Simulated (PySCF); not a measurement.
Run record for `c1c(ccc(C=C)c1)O` (4-vinylphenol): PBE0/def2-SVPD, damping 0.1 at the start, DIIS from the seventh cycle, energy threshold 1e-06 Eh, TDA, 1 singlet.

Method: TDA PBE0/def2-SVPD, vertical, gas phase, core orbitals frozen in the response (PySCF 2.14.0, density-fitted response routines). Geometry: GFN2-xTB. The command runs a driver script over a list of jobs; the input below is this job's line of settings and its coordinates in Å.

Command:
```bash
OMP_NUM_THREADS=1 python probes_run.py task.json out
```

Input:
```
{"job": {"kind": "uv", "xc": "PBE0", "basis": "def2-SVPD", "nstates": 1, "ntriplets": 2, "tda": true, "scf": {"damp": 0.1, "conv": 1e-06}}, "charge": 0, "multiplicity": 1}
C      2.979463    -0.796642    -0.004515
C      2.045778    -0.014945    -0.534741
C      0.648472     0.078282    -0.133504
C     -0.189919     0.975983    -0.800183
C     -1.519464     1.107251    -0.463554
C     -2.055135     0.333516     0.561735
O     -3.370854     0.488165     0.869668
C     -1.235429    -0.565336     1.235419
C      0.095275    -0.689218     0.891466
H      3.989581    -0.791770    -0.376750
H      2.784439    -1.469159     0.813161
H      2.318814     0.638205    -1.355353
H      0.213872     1.583548    -1.597508
H     -2.163914     1.801258    -0.979403
H     -3.610502    -0.103568     1.593039
H     -1.646485    -1.168795     2.034957
H      0.709009    -1.394746     1.429435
```

Predict the output.

```
damping 0.10 in the first 6 cycles
final grid: 143848 points
cycle   1  E = -384.0829669563  dE =  1.555e+00  |g| = 5.938e-01  |ddm| = 1.303e+01
cycle   2  E = -384.0840045373  dE = -1.038e-03  |g| = 6.252e-01  |ddm| = 3.173e+00
cycle   3  E = -384.0607314965  dE =  2.327e-02  |g| = 7.301e-01  |ddm| = 2.910e+00
cycle   4  E = -383.9837530371  dE =  7.698e-02  |g| = 9.533e-01  |ddm| = 3.771e+00
cycle   5  E = -383.8733543810  dE =  1.104e-01  |g| = 1.210e+00  |ddm| = 4.797e+00
cycle   6  E = -383.1633142036  dE =  7.100e-01  |g| = 2.176e+00  |ddm| = 9.309e+00
cycle   7  E = -381.9073837778  dE =  1.256e+00  |g| = 3.149e+00  |ddm| = 1.291e+01
cycle   8  E = -384.1066644756  dE = -2.199e+00  |g| = 4.470e-01  |ddm| = 9.574e+00
cycle   9  E = -384.0969871165  dE =  9.677e-03  |g| = 4.816e-01  |ddm| = 2.629e+00
cycle  10  E = -384.1615525224  dE = -6.457e-02  |g| = 5.178e-02  |ddm| = 1.261e+00
cycle  11  E = -384.1621314692  dE = -5.789e-04  |g| = 2.509e-02  |ddm| = 2.353e-01
cycle  12  E = -384.1622957084  dE = -1.642e-04  |g| = 6.803e-03  |ddm| = 7.922e-02
cycle  13  E = -384.1623067026  dE = -1.099e-05  |g| = 1.984e-03  |ddm| = 1.997e-02
cycle  14  E = -384.1623077123  dE = -1.010e-06  |g| = 4.298e-04  |ddm| = 8.016e-03
cycle  15  E = -384.1623077501  dE = -3.773e-08  |g| = 1.993e-04  |ddm| = 2.183e-03
converged SCF energy = -384.1623077501

Static polarisability (au): isotropic 102.726, principal 56.314 98.761 153.102

Singlet excitations
state   eV       nm        f      main configurations
  1   4.7522    260.9   0.07849   H->L+1 0.49, H->L 0.32, H-1->L 0.15

Triplet excitations (Tamm-Dancoff, eV): 3.0830 4.0048
```

H and L stand for HOMO and LUMO; the number after each pair is its weight.

Give the mean polarisability as a volume in Å³, and the ratio of the largest to the smallest principal value.

102.726 au × 0.148185 = 15.22 Å³; 153.102/56.314 = 2.72.

Give S1 in cm⁻¹ and kJ/mol.

4.7522 eV × 8065.54 = 38329 cm⁻¹; × 96.485 = 458.5 kJ/mol.

In short: SCF converged in 15 cycles with 247 basis and 881 fitting functions; HOMO -6.16 eV, LUMO -0.91 eV; lowest singlet 4.75 eV; lowest triplet 3.08 eV (Tamm–Dancoff); mean polarisability 102.7 au.

Estimate the wall time. Hardware: Arm Neoverse V2, one thread, shared host with 32 logical CPUs at a one-minute load of 8.6. And the peak memory of the process?

About 44 s (density and orbital grids were written too), with 0.99 GiB resident at the peak, the Python interpreter and its libraries included.

Conformer computed: `[CH2:1]=[CH:2][c:3]1[cH:4][cH:5][c:6]([OH:7])[cH:8][cH:9]1`: C1–C2–C3–C4 179°, H–O7–C6–C5 180°.

One conformer stands for the species.
